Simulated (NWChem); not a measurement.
# BPH4; SMILES PB

```xyz
6

B      0.0029     1.3062     0.0000
H     -0.0684     1.8983    -1.0489
H     -0.0684     1.8983     1.0489
P     -0.0549    -0.5487     0.0000
H      0.7410    -0.9705    -1.0942
H      0.7410    -0.9705     1.0942
```
Atoms are numbered in this order, from 1.

Computed with NWChem. Geometry optimised at PBE0/def2-SVP; all other runs use it. Pople sets run with spherical d functions. Vzz has the sign of the potential's second derivative.

```csv
quantity,level,value
"vertical, lowest state with f > 0.02, singlet (eV)","LDA (Slater exchange, VWN5)/6-31G*, TDA",5.12
"first state with f > 0.002 (eV), P K edge, unshifted","PBE0/cc-pVTZ, TDA",2099.8
−ε(HOMO) (eV),LRC-wPBEh/def2-TZVP,___
isotropic polarisability (bohr³) at 589 nm,PBE0/6-31+G*,___
Vzz B1 (a.u.),PBE0/6-31G*,___
dipole (D),MN15-L/6-31G*,0.93
highest harmonic frequency (cm⁻¹),PBE0/def2-SVP,2700
```

Task: What belongs in the gaps?

Result: 
- −ε(HOMO) (eV), value: 9.35
- isotropic polarisability (bohr³) at 589 nm, value: 42.8
- Vzz B1 (a.u.), value: 0.488
